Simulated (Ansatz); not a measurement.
# AlH7OSSi: where a starting geometry ends

The starting geometry of this gas-phase singlet was optimised with GFN2-xTB.

```
atom    x (Å)    y (Å)    z (Å)
  Al  -0.1343  -1.5992  -0.1258
   O  -0.0472   0.0303  -0.4975
   S  -0.7972  -2.2139   1.8763
  Si   0.0227   1.6097  -0.9147
   H   1.4462   1.9316  -1.0076
   H  -0.1558  -2.5656  -1.2968
   H   1.8894  -1.7075   0.3226
   H   2.6985  -1.8195   0.4607
   H  -0.6409   2.3487   0.1597
   H  -0.6727   1.7384  -2.1923
   H  -1.0821  -0.9610   2.2180
```

Question: Where would you expect an optimisation with B3LYP-D3(BJ)/def2-SVP to take it?

Answer: It falls apart into AlH5OSSi + H2. Contacts that close: H7–H8 (0.83 → 0.76 Å).

The energy falls by 0.46 eV over 37 steps:

```tsv
step	E − E(last) (eV)
1	0.463
5	0.073
9	0.020
13	0.007
17	0.003
21	0.002
25	0.001
29	0.000
33	0.000
37	0.000
```

Final geometry (Å):

```yaml
atoms:
  - { symbol: Al, position_ang: [-0.2395, -1.6755, -0.2033] }
  - { symbol: O, position_ang: [-0.0684, -0.0412, -0.6392] }
  - { symbol: S, position_ang: [-0.8987, -2.1798, 1.8268] }
  - { symbol: Si, position_ang: [0.0396, 1.5871, -0.8807] }
  - { symbol: H, position_ang: [1.4727, 2.0043, -0.9070] }
  - { symbol: H, position_ang: [-0.0621, -2.8186, -1.2622] }
  - { symbol: H, position_ang: [2.3113, -1.5498, 0.0714] }
  - { symbol: H, position_ang: [2.1117, -1.9281, 0.7035] }
  - { symbol: H, position_ang: [-0.6497, 2.3245, 0.2205] }
  - { symbol: H, position_ang: [-0.5960, 1.9622, -2.1768] }
  - { symbol: H, position_ang: [-0.8943, -0.8931, 2.2498] }
```

No frequencies were run, so the end isn't proven a minimum. Run with Ansatz 0.2.0, 81 s on 2 threads of Arm Neoverse V1, on a shared host.
